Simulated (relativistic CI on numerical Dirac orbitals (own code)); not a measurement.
**Os⁵⁺: 5d valence photoemission**

Computed with this model: Dirac-Coulomb-Breit CI, separate exchange-only KLI orbitals for each configuration, model QED (radiative potential, 1s self-energy scaled to tabulated hydrogen-like ionisation energies), valence Slater integrals scaled by 0.7, multiplet model of photoemission in the sudden approximation; configurations [Xe] 4f14 5d3 → [Xe] 4f14 5d2; 80 K; Lorentzian 0.3 eV and Gaussian 0.5 eV FWHM. Energies are those of the free ion, without screening or charge transfer. The energies are binding energies and can lie tens of eV above those of solids. S is read from ⟨S²⟩ = S(S + 1).

Field parameters in Wybourne normalisation: D3d B²₀ = −7Dσ, B⁴₀ = −14Dq − 21Dτ, B⁴₃ = −14√(10/7) Dq; Td as Oh with Dq negative (B⁴₀ = 21Dq, B⁴₄ = √(5/14) B⁴₀). The field is a parameter set, without covalency.

Computed curve for free ion, scaled to 100 at the maximum (points under 2 are left out and the grid is thinned):

Energy (eV), Intensity and a bar:
```
     67.8        2.0 
     67.9        2.3 
     68.0        2.7 
     68.1        3.1 
     68.2        3.8 #
     68.3        4.6 #
     68.4        5.8 #
     68.5        7.6 ##
     68.6       10.5 ###
     68.7       15.2 ####
     68.8       23.0 ######
     68.9       35.2 ##########
     69.0       52.2 ###############
     69.1       72.2 #####################
     69.2       90.2 ###########################
     69.3      100.0 ##############################
     69.4       97.6 #############################
     69.5       84.0 #########################
     69.6       64.7 ###################
     69.7       45.8 #############
     69.8       31.0 #########
     69.9       21.3 ######
     70.0       15.9 ####
     70.1       13.6 ####
     70.2       13.4 ###
     70.3       14.6 ####
     70.4       16.7 ####
     70.5       18.9 #####
     70.6       21.0 ######
     70.7       22.8 ######
     70.8       24.4 #######
     70.9       25.4 #######
     71.0       25.1 #######
     71.1       23.0 ######
     71.2       19.6 #####
     71.3       15.8 ####
     71.4       12.6 ###
     71.5       10.6 ###
     71.6        9.5 ##
     71.7        8.8 ##
     71.8        8.1 ##
     71.9        7.0 ##
     72.0        5.7 #
     72.1        4.4 #
     72.2        3.3 
     72.3        2.4
```

The ground state has S = 1.35, and the centroid lies at 69.78 eV.
